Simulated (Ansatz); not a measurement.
Gas-phase electronic energies from Ansatz, PBE0-D4/def2-TZVP geometries. CCSD(T)/CBS adds triple-zeta CCSD(T) − MP2 to the extrapolated MP2 energy (def2 sets, frozen cores). Functionals use def2-TZVPP. B3LYP here is the variant with VWN-RPA as its local correlation; programs differ in this. One conformer a species, not always the lowest.

`N[SiH2]O[SiH](N)Cl` + `N[SiH2]S` → `N[SiH2]S[SiH2]N` + `N[SiH](O)Cl`  (ligand exchange at the Si–O bond)

`N[SiH2]O[SiH](N)Cl`:

Cartesian coordinates in Å:
```
N -1.739 -0.678 0.256
Si -0.775 -0.029 1.513
O 0.641 0.583 0.943
Si 1.557 0.343 -0.372
N 0.719 0.843 -1.761
Cl 2.042 -1.677 -0.394
H -2.602 -0.244 -0.022
H -1.706 -1.653 0.010
H -0.435 -1.083 2.497
H -1.519 1.095 2.127
H 2.835 1.068 -0.270
H 1.206 0.927 -2.639
H -0.223 0.503 -1.888
```

`N[SiH2]S`:

Z-matrix (Å, degrees):
```
Si
S 1 2.151
N 1 1.706 2 111.5
H 1 1.484 2 111.6 3 -117.8
H 1 1.485 2 105.8 3 122.4
H 2 1.343 1 94.3 3 -148.1
H 3 1.006 1 122.1 2 53.2
H 3 1.006 1 120.4 2 -98.6
```

`N[SiH2]S[SiH2]N`:

Z-matrix (Å, degrees):
```
Si
S 1 2.159
N 1 1.709 2 117.5
H 1 1.483 2 106.6 3 -121.8
H 1 1.482 2 104.6 3 119.2
Si 2 2.124 1 96.2 3 79.7
H 3 1.009 1 116.7 2 -63.2
H 3 1.008 1 119.4 2 75.5
N 6 1.726 2 110.0 1 -51.7
H 6 1.488 2 104.6 1 -176.2
H 6 1.484 2 112.5 1 65.0
H 9 1.009 6 118.7 2 -67.3
H 9 1.009 6 117.7 2 154.8
```

`N[SiH](O)Cl`:

```xyz
8

N    -1.147    0.023   -0.375
Si    0.531    0.153   -0.132
O     0.893    0.204    1.457
Cl    1.317   -1.501   -1.070
H    -1.514   -0.483   -1.163
H    -1.782    0.731   -0.044
H     1.207    1.341   -0.685
H     0.494   -0.469    2.013
```

CCSD(T)/CBS gives +45.7 kJ/mol.

Task: Another level gave +69.9 kJ/mol. Which?
A. MP2/def2-TZVPP
B. HF/def2-TZVPP
C. B3LYP/def2-TZVPP
D. CCSD(T)/def2-TZVPP

Result: B. HF/def2-TZVPP 69.9, CCSD(T)/def2-TZVPP 47.5, B3LYP 52.2, MP2/def2-TZVPP 42.7 kJ/mol.

Largest T1 diagnostic among the species: 0.011.

From PBE to PBE0 (25 % exact exchange), in def2-TZVPP and without D4, ΔE moves by +5.0 kJ/mol. In def2-TZVPP, CCSD(T) changes the Hartree–Fock value by −22.4 kJ/mol (the triples alone add −4.6 kJ/mol) and MP2 by −27.2 kJ/mol.
